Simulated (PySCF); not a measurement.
## What the settings do

Molecule: `FC(F)=COCC(F)(F)F`, C₄H₃F₅O; geometry GFN2-xTB.

Geometry (Å), atoms numbered from 1 in this order:
```xyz
13

F     2.120    0.917    0.973
C     2.264   -0.157    0.192
F     3.555   -0.443    0.048
C     1.314   -0.877   -0.387
O    -0.029   -0.723   -0.344
C    -0.551    0.344    0.413
C    -2.071    0.279    0.282
F    -2.477    0.405   -0.982
F    -2.644    1.269    0.980
F    -2.571   -0.867    0.747
H     1.599   -1.722   -0.994
H    -0.218    1.319    0.034
H    -0.297    0.257    1.477
```

All runs: PySCF 2.14.0 with density-fitted response routines, non-relativistic, gas phase unless a solvent (IEF-PCM) is named; grid level 2, GIAOs and SCF threshold 1e-9 unless changed. The yardstick, PBE0/pcSseg-1, gives these isotropic shieldings σ (ppm, equivalent atoms averaged): F8/F9/F10 261.3, F1 285.0, F3 296.2, C7 55.3, C4 71.8, C6 115.0, H11 25.57.

What do these inputs give? (1) BP86/pcSseg-1; grid level 3; (2) KT3/6-31G*; (3) PBE/pcSseg-1; conv 1e-07; (4) PBE0/3-21G; (5) PW91/pcSseg-1

Answers


| run | outcome | functions | wall time | F8/F9/F10 | F1 | F3 | C7 | C4 | C6 | H11 |
| --- | --- | --- | --- | --- | --- | --- | --- | --- | --- | --- |
| 1 | converged | 185 | 110 s | 245.3 | 268.2 | 276.5 | 45.1 | 69.1 | 107.9 | 25.69 |
| 2 | converged | 146 | 80 s | 272.3 | 289.3 | 296.1 | 70.6 | 95.9 | 124.8 | 27.14 |
| 3 | converged | 185 | 85 s | 244.7 | 266.6 | 274.4 | 45.5 | 69.8 | 108.3 | 25.64 |
| 4 | converged | 96 | 23 s | 304.9 | 320.3 | 321.8 | 85.5 | 108.2 | 143.9 | 27.17 |
| 5 | converged | 185 | 96 s | 244.1 | 266.5 | 274.1 | 44.1 | 68.1 | 106.9 | 25.65 |

Times are on shared hosts with different chips, so compare them loosely.
